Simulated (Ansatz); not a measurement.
Consider the formal hydrolysis of the Sn–F bond: `[F][SnH]([Br])[Br]` + H₂O → `[OH][SnH]([Br])[Br]` + H–F.

Program: Ansatz. Geometries: PBE0-D4/def2-TZVP. ΔE: electronic, gas phase. CBS: MP2 limit from def2 TZ/QZ plus the TZ coupled-cluster correction, frozen cores. This one scheme is used for every species. Functionals use def2-TZVPP. Elements past krypton have def2 core potentials. For Br, Sn outer-core shells are correlated without core-valence functions, which leaves a few kJ/mol of doubt a bond. Scalar relativity is left out up to krypton. One conformer a species, not always the lowest.

`[F][SnH]([Br])[Br]`:

Z-matrix (Å, degrees):
```
Sn
F 1 1.905
Br 1 2.443 2 105.6
Br 1 2.443 2 105.6 3 -116.4
H 1 1.693 2 108.0 3 121.8
```

H₂O:

Z-matrix (Å, degrees):
```
O
H 1 0.960
H 1 0.960 2 105.1
```

`[OH][SnH]([Br])[Br]`:

Z-matrix (Å, degrees):
```
Sn
Br 1 2.462
Br 1 2.462 2 107.0
O 1 1.941 2 108.5 3 -116.8
H 1 1.691 2 112.4 3 123.9
H 4 0.961 1 113.6 2 58.0
```

H–F:

```xyz
2

F    -0.342    0.264    0.159
H     0.342   -0.264   -0.159
```

```tsv
level	ΔE (kJ/mol)
ωB97M-V	28.2
r2SCAN0	27.9
SCS-MP2/def2-TZVPP	21.0
MP2/def2-QZVPP	19.9
```

What does CCSD(T)/CBS give? (Estimate.)

The calculation gave: +23.9 kJ/mol. The listed levels differ from it by 4.3, 4.0, -2.9, -4.0 kJ/mol.

What do rigid-rotor, harmonic-oscillator terms from PBE0-D4/def2-TZVP frequencies (298.15 K, 1 bar) make of the CCSD(T)/CBS value? (Best estimate.)

The calculation gave: ΔZPE = -2.1 kJ/mol, ΔH = +22.4 kJ/mol, ΔS = -3 J/(mol·K), ΔG = +23.3 kJ/mol.

Largest T1 diagnostic among the species: 0.011.

At CCSD(T), def2-SVP lies +4.7 kJ/mol from the extrapolated value and def2-TZVPP −2.9 kJ/mol. In def2-TZVPP, CCSD(T) changes the Hartree–Fock value by −11.7 kJ/mol (the triples alone add −1.6 kJ/mol) and MP2 by −15.4 kJ/mol.
